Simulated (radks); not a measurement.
Spherical jellium clusters: N electrons in a uniform positive sphere of charge N and radius rs N^(1/3), rs = 3.34 bohr. Method: non-relativistic Kohn-Sham, exchange-only LDA, spin-polarised, spherical densities; computed with a radial shooting solver with Libxc functionals. Levels are named by radial order and angular momentum (1s, 1p, 1d, 2s, ...), and open shells are averaged over m.

N = 35, configuration 1s2 1p6 1d10 2s2 1f14 2p(up 1, down 0). This is the lowest configuration that the search found. Occupied and some empty levels:

level,occupation,eigenvalue (eV),<r> (bohr)
1s up,1,-6.0086,5.962
1s down,1,-5.8197,6.279
1p up,3,-5.0235,7.500
1p down,3,-4.9286,7.650
1d up,5,-3.9179,8.504
1d down,5,-3.8650,8.545
2s up,1,-3.6970,7.209
2s down,1,-3.5059,7.006
1f up,7,-2.6821,9.297
1f down,7,-2.6405,9.284
2p up,1,-2.2428,8.234
2p down,0,-2.0438,8.310
1g up,0,-1.3352,10.07
1g down,0,-1.2896,10.04
2d up,0,-0.84068,10.32
3s up,0,-0.80654,10.97
2d down,0,-0.70797,10.58
3s down,0,-0.69047,11.19

Energy (eV): total -31.8553, kinetic 83.589, external -3602.5, Hartree 1774.6, exchange-correlation -118.23, background 1830.6.
